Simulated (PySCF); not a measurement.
From one molecule to another.

First species: C₆H₉FOSi.
InChI=1S/C6H9FOSi/c1-2-5-9(7)6-3-4-8-9/h3-4,6H2,1H3/t9-/m0/s1

Second species: C5H4F3N3.
Numbering: `[CH2:1]=[CH:2][n:3]1[n:4][cH:5][c:6]([C:7]([F:8])([F:9])[F:10])[n:11]1` (hydrogens: H12, H13 on C1; H14 on C2; H15 on C5)

Levels: PBE0/pcSseg-1 for HOMO energy, LUMO energy and HOMO–LUMO gap. Geometries: GFN2-xTB. Each structure is a single optimised conformer of the isolated species, non-relativistic unless stated. Electronic properties by PySCF.

The conformers computed, where there is a choice (atom-mapped SMILES and torsion angles):
- `[CH2:1]=[CH:2][n:3]1[n:4][cH:5][c:6]([C:7]([F:8])([F:9])[F:10])[n:11]1`: C1–C2–N3–N4 180°, C5–C6–C7–F8 0°

The conformers of `CC#C[Si@@]1(F)CCCO1` aren't listed.

Values for the first species:

| Quantity | Value |
| --- | --- |
| HOMO energy | -7.85 eV |
| LUMO energy | 0.10 eV |
| HOMO–LUMO gap | 7.95 eV |

**Question.** Estimate the same properties for the second species, and the change in each.

**Answer.** 
```tsv
property	first	second	second less first
HOMO energy	-7.85 eV	-7.70 eV	+0.15 eV
LUMO energy	0.10 eV	-1.74 eV	-1.84 eV
HOMO–LUMO gap	7.95 eV	5.96 eV	-1.99 eV
```

